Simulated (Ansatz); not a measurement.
C2H8BFSi, SMILES `CB([SiH3])CF` at its PBE0-D4/def2-TZVP geometry, where that method's forces vanish. Charge 0, multiplicity 1.

```json
{"atom": "C1", "x (Å)": "-0.8962", "y (Å)": "0.3847", "z (Å)": "-1.3695"}
{"atom": "B2", "x (Å)": "0.0202", "y (Å)": "0.1037", "z (Å)": "-0.1387"}
{"atom": "Si3", "x (Å)": "-0.5019", "y (Å)": "-1.1777", "z (Å)": "1.3413"}
{"atom": "C4", "x (Å)": "1.3887", "y (Å)": "0.8430", "z (Å)": "-0.0558"}
{"atom": "F5", "x (Å)": "2.1616", "y (Å)": "0.5559", "z (Å)": "1.0627"}
{"atom": "H6", "x (Å)": "-1.8699", "y (Å)": "0.7553", "z (Å)": "-1.0254"}
{"atom": "H7", "x (Å)": "-1.1309", "y (Å)": "-0.5565", "z (Å)": "-1.8815"}
{"atom": "H8", "x (Å)": "-0.4968", "y (Å)": "1.0899", "z (Å)": "-2.1034"}
{"atom": "H9", "x (Å)": "-0.5357", "y (Å)": "-0.4708", "z (Å)": "2.6523"}
{"atom": "H10", "x (Å)": "0.4933", "y (Å)": "-2.2826", "z (Å)": "1.4386"}
{"atom": "H11", "x (Å)": "-1.8430", "y (Å)": "-1.7874", "z (Å)": "1.1131"}
{"atom": "H12", "x (Å)": "1.2232", "y (Å)": "1.9311", "z (Å)": "-0.0835"}
{"atom": "H13", "x (Å)": "1.9875", "y (Å)": "0.6114", "z (Å)": "-0.9502"}
```

**Question.** For each bond, give half the difference of the two atoms' forces along it (eV/Å; positive pushes the atoms apart) under PBE-D4, r2SCAN-D4, B3LYP-D4, ωB97M-V in def2-TZVPP. (Best estimate.)

**Answer.** The calculation gave: 
```json
{"bond": "C1–B2", "length (Å)": "1.560", "PBE-D4": "-0.07", "r2SCAN-D4": "0.01", "B3LYP-D4": "0.06", "ωB97M-V": "0.09"}
{"bond": "C1–H6", "length (Å)": "1.097", "PBE-D4": "0.14", "r2SCAN-D4": "-0.01", "B3LYP-D4": "-0.04", "ωB97M-V": "-0.06"}
{"bond": "C1–H7", "length (Å)": "1.097", "PBE-D4": "0.14", "r2SCAN-D4": "-0.01", "B3LYP-D4": "-0.04", "ωB97M-V": "-0.06"}
{"bond": "C1–H8", "length (Å)": "1.093", "PBE-D4": "0.12", "r2SCAN-D4": "-0.01", "B3LYP-D4": "-0.03", "ωB97M-V": "-0.06"}
{"bond": "B2–Si3", "length (Å)": "2.026", "PBE-D4": "-0.08", "r2SCAN-D4": "-0.01", "B3LYP-D4": "0.03", "ωB97M-V": "0.00"}
{"bond": "B2–C4", "length (Å)": "1.558", "PBE-D4": "-0.18", "r2SCAN-D4": "-0.11", "B3LYP-D4": "-0.06", "ωB97M-V": "0.01"}
{"bond": "Si3–H9", "length (Å)": "1.490", "PBE-D4": "0.11", "r2SCAN-D4": "-0.01", "B3LYP-D4": "-0.06", "ωB97M-V": "-0.11"}
{"bond": "Si3–H10", "length (Å)": "1.490", "PBE-D4": "0.11", "r2SCAN-D4": "-0.01", "B3LYP-D4": "-0.06", "ωB97M-V": "-0.12"}
{"bond": "Si3–H11", "length (Å)": "1.491", "PBE-D4": "0.08", "r2SCAN-D4": "-0.02", "B3LYP-D4": "-0.06", "ωB97M-V": "-0.08"}
{"bond": "C4–F5", "length (Å)": "1.390", "PBE-D4": "0.51", "r2SCAN-D4": "0.38", "B3LYP-D4": "0.45", "ωB97M-V": "0.30"}
{"bond": "C4–H12", "length (Å)": "1.101", "PBE-D4": "0.14", "r2SCAN-D4": "-0.03", "B3LYP-D4": "-0.12", "ωB97M-V": "-0.13"}
{"bond": "C4–H13", "length (Å)": "1.101", "PBE-D4": "0.14", "r2SCAN-D4": "-0.03", "B3LYP-D4": "-0.12", "ωB97M-V": "-0.13"}
```

B3LYP here is the variant with VWN-RPA as its local correlation; programs differ in this.

Computed with Ansatz.
